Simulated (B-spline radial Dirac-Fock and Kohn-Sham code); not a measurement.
## K-line shifts caused by a second vacancy in Lu²⁺

System: Lu²⁺, 1s2 2s2 2p6 3s2 3p6 3d10 4s2 4p6 4d10 4f14 5s2 5p6 6s1.

Method: Dirac-Fock (average of configuration) total-energy differences with a finite nucleus, the Breit interaction including its frequency dependence, and self-energy and vacuum-polarisation corrections. Computed with a B-spline atomic structure program. Each two-hole energy is an average over J within one jj subconfiguration, not an observable level; in light atoms, where LS coupling holds, the j-resolved values are not observed lines, and for a K spectator the Kα1 hypersatellite is nearly forbidden. No correlation.

Lines without a spectator: Kα2 (K-L2) 52960.0 eV, Kα1 (K-L3) 54064.9 eV, Kβ3 (K-M2) 61042.6 eV, Kβ1 (K-M3) 61281.5 eV. Shifts in eV with one spectator hole (a dash: not computed, or left out as unreliable):

```
spectator hole     Kα2     Kα1      Kβ3      Kβ1
        K (1s)  +922.9  +986.5  +1193.1  +1207.7
    L2 (2p1/2)  +115.9  +154.6        –   +298.6
    L3 (2p3/2)   +91.0   +98.5   +230.6        –
    M2 (3p1/2)       –  +24.03    +47.3    +56.0
    M3 (3p3/2)  +13.77       –    +41.4    +41.7
    M4 (3d3/2)   +4.71   +1.32        –        –
    M5 (3d5/2)   -0.45   +3.34        –        –
```
